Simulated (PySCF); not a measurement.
**Peak assignment**

Cartesian coordinates in Å; atom numbers follow the order of the lines, from 1:
```xyz
15

C     2.196    0.558    0.070
C     0.712    0.360    0.043
C    -0.200    1.419    0.020
C    -1.577    1.197    0.002
C    -2.072   -0.106    0.007
C    -1.187   -1.183    0.029
C     0.177   -0.931    0.047
F     1.025   -1.965    0.069
H     2.687    0.008   -0.748
H     2.631    0.182    1.009
H     2.452    1.621   -0.025
H     0.186    2.442    0.015
H    -2.265    2.045   -0.016
H    -3.148   -0.289   -0.007
H    -1.535   -2.218    0.033
```

[PySCF 2.14: shielding tensors at B3LYP/pcSseg-1 (GIAO); spin–spin couplings from B3LYP/pcJ-1 (spin–dipole term only in couplings to heteroatoms); PBE0-D3(BJ)/def2-SVP structure; no solvent model; one computed conformer; equivalent nuclei averaged; no relativistic terms]

δ = σ(ref) − σ, references computed at the same level: TMS for ¹³C (σ = 179.24 ppm), ¹H (σ = 31.38 ppm).

**Question.** Assign these signals to the numbered atoms. ¹³C{¹H} NMR (computed): δ 171.0 (C, d, J = 310.1 Hz), 136.9 (CH, d, J = 2.5 Hz), 133.3 (CH, d, J = 5.1 Hz), 131.6 (C, d, J = 14.0 Hz), 129.0 (CH), 120.2 (CH, d, J = 19.0 Hz), 17.9 (CH3, d, J = 4.3 Hz).

**Answer.** 
| δ (ppm) | atoms | environment | reason |
| --- | --- | --- | --- |
| 171.0 | C7 | aromatic carbon bearing fluorine | the electronegative substituent deshields the carbon that carries it |
| 136.9 | C3 | aromatic CH | the aromatic region |
| 133.3 | C5 | aromatic CH | – |
| 131.6 | C2 | substituted aromatic carbon | – |
| 129.0 | C4 | aromatic CH | the aromatic region |
| 120.2 | C6 | aromatic CH | – |
| 17.9 | C1 | methyl carbon on an aromatic ring | a saturated carbon with 1 carbon neighbour and no heteroatom attached |

C5 and C2 lie closer than the usual error of such a calculation, so a measured spectrum could show them in the other order.

**Question.** Assign these signals to the numbered atoms. ¹H NMR (500 MHz, computed): δ 7.16 (m, 1H), 7.15 (m, 1H), 7.00 (m, 1H), 6.96 (m, 1H), 2.32 (dd, J = 3.5, 1.0 Hz, 3H).

**Answer.** 
| δ (ppm) | atoms | environment | reason |
| --- | --- | --- | --- |
| 7.16 | H12 | hydrogen on an aromatic CH | ring-current deshielding |
| 7.15 | H14 | hydrogen on an aromatic CH | – |
| 7.00 | H13 | hydrogen on an aromatic CH | – |
| 6.96 | H15 | hydrogen on an aromatic CH | – |
| 2.32 | H9/H10/H11 | hydrogen on a methyl carbon on an aromatic ring | benzylic-type position, deshielded by the ring |

H12 and H14; H13 and H15 lie closer than the usual error of such a calculation, so a measured spectrum could show them in the other order.

C–F couplings over four or more bonds (about 3 Hz to the para carbon of a fluoroarene) are left out. Common functionals overestimate the size of one-bond C–F couplings by tens of Hz; these are unscaled. Multiplet labels drop couplings under 1 Hz and merge nearly equal ones. Unscaled 3J(H,H) at this level run about 10 % above measured values. Shifts are as computed. Against solution values, carbons near 30 ppm lie about +2 ppm off and those near 130 ppm about +6 ppm. Of 1211 compounds with measured shifts, 218 miss one by over three times the rms of a fit or turn the order of signals round; such compounds aren't used in these exercises.
